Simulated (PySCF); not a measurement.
**33S chemical shifts**

[PySCF 2.14.0 with density-fitted response routines: GFN2-xTB geometry; shielding tensors at PBE0/pcSseg-1 (GIAO); no solvent model; non-relativistic; a single conformation; one averaged value for each set of equivalent atoms]

Shieldings were converted by a linear fit to measured shifts: 33S (scatter 33.3 ppm rms vs sulfate, solution or neat liquid). Occasional misses reach two or three times the rms, and more in compound classes unlike the fitted ones.

Q: Give the 33S shifts of `Cc1nsnc1SC(F)(F)F`, `CCS(=O)(=O)NS(=O)(=O)F`, `O=S(=O)(O)C=C1C=C1`, `Cc1nnc(C(C)(C)C)s1`, `C#C[C@H](SSC)C1CC1`.

A: 
```csv
compound,environment,δ (ppm)
[CH3:1][c:2]1[n:3][s:4][n:5][c:6]1[S:7][C:8]([F:9])([F:10])[F:11],S4: aromatic ring sulfur,177
[CH3:1][c:2]1[n:3][s:4][n:5][c:6]1[S:7][C:8]([F:9])([F:10])[F:11],S7: sulfide sulfur,-150
[CH3:1][CH2:2][S:3](=[O:4])(=[O:5])[NH:6][S:7](=[O:8])(=[O:9])[F:10],S3: sulfonyl sulfur,-20
[CH3:1][CH2:2][S:3](=[O:4])(=[O:5])[NH:6][S:7](=[O:8])(=[O:9])[F:10],S7: sulfonyl sulfur,-34
O=S(=O)(O)C=C1C=C1,sulfonyl sulfur,-14
Cc1nnc(C(C)(C)C)s1,aromatic ring sulfur,-58
[CH:1]#[C:2][C@H:3]([S:4][S:5][CH3:6])[CH:7]1[CH2:8][CH2:9]1,S4: disulfide sulfur,-184
[CH:1]#[C:2][C@H:3]([S:4][S:5][CH3:6])[CH:7]1[CH2:8][CH2:9]1,S5: disulfide sulfur,-277
```
